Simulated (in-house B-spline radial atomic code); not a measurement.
Ionising Sb3+ with different functionals

Computed with a B-spline radial code for spherical atoms: non-relativistic Hamiltonian, point nucleus, spin-polarised at highest spin, spherical fractional occupations for the functionals, and exact exchange of hybrids averaged over the configuration. The ionisation energy is the difference of two self-consistent energies, [Kr] 4d10 5s2 → [Kr] 4d10 5s1, without Breit or QED terms; ε is the level of the shell that loses the electron (its least bound occupied spin orbital). There is no spin-orbit coupling in this Hamiltonian.

```tsv
method	rung	ΔSCF (eV)	-ε(5s) (eV)
PBE0	global hybrid	42.01	38.42
B3LYP	global hybrid	?	?
TPSSh	global hybrid	41.89	37.68
M06-2X	global hybrid	42.15	39.07
BHandHLYP	global hybrid	41.93	39.45
r2SCAN0	global hybrid	?	?
B97-1	global hybrid	42.31	38.22
HSE06	range-separated hybrid	42.06	38.11
wB97X	range-separated hybrid	42.10	41.01
CAM-B3LYP	range-separated hybrid	42.40	40.06
LC-wPBE	range-separated hybrid	41.87	41.18
```

Problem. What does B3LYP give?

Solution. ΔSCF 42.47 eV, and -ε(5s) = 38.48 eV.

Problem. What does r2SCAN0 give?

Solution. ΔSCF 41.73 eV, and -ε(5s) = 38.57 eV.

Problem. Among the functionals, which spreads more, the ΔSCF values or the orbital energies?

Solution. The orbital energies: ΔSCF values span about 0.74 eV and the orbital energies 3.50 eV; here energy differences depend much less on the functional than eigenvalues do.

Problem. How do they compare with the NIST value?

Solution. NIST lists 43.80 eV ± 0.025 (measured, ground level to ground level). Errors run from -2.08 to -1.34 eV. The correlated functionals all miss on the same side by more than they spread, so the cause is common to them (relativity, Breit-QED terms, or a listed next ion that isn't the cheapest removal here) and closeness doesn't rank the functionals.
